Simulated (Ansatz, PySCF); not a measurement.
GeOF2, SMILES [F][Ge]([F])=[O]. Atoms are numbered in the order given.

```xyz
4

Ge     0.0000     0.0000    -0.1067
O      0.0000     0.0000    -1.7344
F      0.0000    -1.3295     0.9817
F      0.0000     1.3295     0.9817
```
Charge 0, spin multiplicity 1.

Geometry optimised at B3LYP-D3(BJ)/def2-SVP.

Two levels are set side by side: PBE-D3(BJ)/def2-SVP (Ansatz, a first-principles code) and B3LYP-D3(BJ)/def2-SVP (Ansatz). Each level has its own optimised geometry; the coordinates shown are those of the second. Frequencies come from the Hessian of PySCF at each geometry. Differences are taken from unrounded values.

| quantity | B3LYP-D3(BJ) |
|---|---|
| mean bond length (Å) | 1.688 |
| bond Ge1–O2 (Å) | 1.628 |
| bond Ge1–F3 (Å) | 1.718 |
| bond Ge1–F4 (Å) | 1.718 |
| highest harmonic wavenumber (cm⁻¹) | 1003 |
| mean harmonic wavenumber (cm⁻¹) | 528 |
| zero-point energy (kcal/mol) | 4.53 |

Task: What does PBE-D3(BJ) give, and how far is it from B3LYP-D3(BJ)? (The exact figures need the calculation; the answer reports its results.)

Result: 
```json
[
 {"quantity": "mean bond length (Å)", "PBE-D3(BJ)": "1.703", "PBE-D3(BJ) minus B3LYP-D3(BJ)": "0.015"},
 {"quantity": "bond Ge1–O2 (Å)", "PBE-D3(BJ)": "1.640", "PBE-D3(BJ) minus B3LYP-D3(BJ)": "0.013"},
 {"quantity": "bond Ge1–F3 (Å)", "PBE-D3(BJ)": "1.735", "PBE-D3(BJ) minus B3LYP-D3(BJ)": "0.016"},
 {"quantity": "bond Ge1–F4 (Å)", "PBE-D3(BJ)": "1.735", "PBE-D3(BJ) minus B3LYP-D3(BJ)": "0.016"},
 {"quantity": "highest harmonic wavenumber (cm⁻¹)", "PBE-D3(BJ)": "975", "PBE-D3(BJ) minus B3LYP-D3(BJ)": "-29"},
 {"quantity": "mean harmonic wavenumber (cm⁻¹)", "PBE-D3(BJ)": "508", "PBE-D3(BJ) minus B3LYP-D3(BJ)": "-20"},
 {"quantity": "zero-point energy (kcal/mol)", "PBE-D3(BJ)": "4.36", "PBE-D3(BJ) minus B3LYP-D3(BJ)": "-0.17"}
]
```

Exact exchange shortens and stiffens bonds; PBE has none. Differences between two approximate levels are no errors against the true value.
